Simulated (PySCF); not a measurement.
# Where the electron goes

Species: C₆H₁₃As.
Z-matrix (Å and degrees, PBE0-D3(BJ)/def2-SVP geometry), rows numbered from 1:
```
C 
As  1  1.9669
C   2  1.9666  1   96.83
C   2  1.9814  1   96.43  3   -98.02
C   4  1.5041  2  112.77  1   167.69
C   5  1.5028  4  120.84  2   149.18
C   6  1.5004  5   59.98  4  -109.61
H   1  1.1010  2  111.62  3    49.07
H   1  1.1000  2  109.42  3   169.87
H   1  1.0999  2  109.54  3   -71.82
H   3  1.0997  2  109.72  1  -172.04
H   3  1.1011  2  111.62  1   -50.85
H   3  1.1000  2  109.19  1    69.82
H   4  1.1033  2  108.88  1    43.92
H   4  1.1034  2  106.41  1   -71.44
H   5  1.0963  4  114.44  2   -66.16
H   6  1.0933  5  118.53  7  -108.32
H   6  1.0941  5  117.38  7   107.98
H   7  1.0931  5  118.55  6   108.34
H   7  1.0941  5  117.41  6  -108.20
```

Theory: TDDFT PBE0/def2-SVPD, vertical, gas phase, core orbitals frozen in the response (PySCF 2.14.0, density-fitted response routines). Relativistic effects, spin–orbit coupling among them, are left out although an element past zinc is present.

Frontier orbitals with the atoms that hold most of them (Löwdin shares over 4%, at most four atoms; ? is withheld):

| orbital | ε (eV) | atoms |
| --- | --- | --- |
| HOMO-3 | -8.74 | C3 26%, As2 23%, C1 22%, H11 6% |
| HOMO-2 | -8.30 | C7 36%, C6 22%, C5 17%, C4 7% |
| HOMO-1 | -7.69 | C5 21%, C6 17%, As2 16%, C4 12% |
| HOMO | -6.40 | ? |
| LUMO | ? | ? |
| LUMO+1 | 0.80 | C1 23%, As2 23%, H9 10%, H8 9% |
| LUMO+2 | 0.95 | As2 20%, C4 11%, C6 11%, C7 9% |

Task: Which atoms hold the HOMO, and with what shares?

Result: As2 (bonded to 3 C) 57%; C4 (bonded to As, C and 2 H) 12%; C3 (bonded to As and 3 H) 9%; C1 (bonded to As and 3 H) 9%. By element: arsenic 57%, carbon 30% or more.

Task: Give the leading atoms of the LUMO.

Result: C3 (bonded to As and 3 H) 22%; As2 (bonded to 3 C) 12%; H11 (bonded to C) 10%; H12 (bonded to C) 9%. By element: carbon 22% or more, hydrogen 19% or more, arsenic 12%.

Task: What is the LUMO energy, and the HOMO–LUMO gap?

Result: ε(LUMO) = 0.74 eV; the gap is 7.14 eV (0.2623 hartree).

Task: How does S1 compare with the orbital gap of 7.14 eV?

Result: S1 is at 6.14 eV (f = 0.070), 1.00 eV below the gap, made of HOMO→LUMO (86%), HOMO→LUMO+1 (12%). 

Task: One configuration dominates each of S1 and S2. Which, and how do the shares of the two leading atoms of either orbital change from the occupied to the empty one?

Result: 
- S1 (6.14 eV, f 0.070), HOMO→LUMO (86%): As2 57% → 12%, C4 12% → at most 10%, C3 9% → 22%
- S2 (6.17 eV, f 0.061), HOMO→LUMO+1 (86%): As2 57% → 23%, C4 12% → at most 9%, C1 9% → 23%

Löwdin shares depend on the basis, the more so with diffuse functions.

The run took 4.3 min of wall time on Arm Neoverse N1, one thread (shared host), and the process peaked at 1.1 GiB of memory.

One conformer stands for the species.
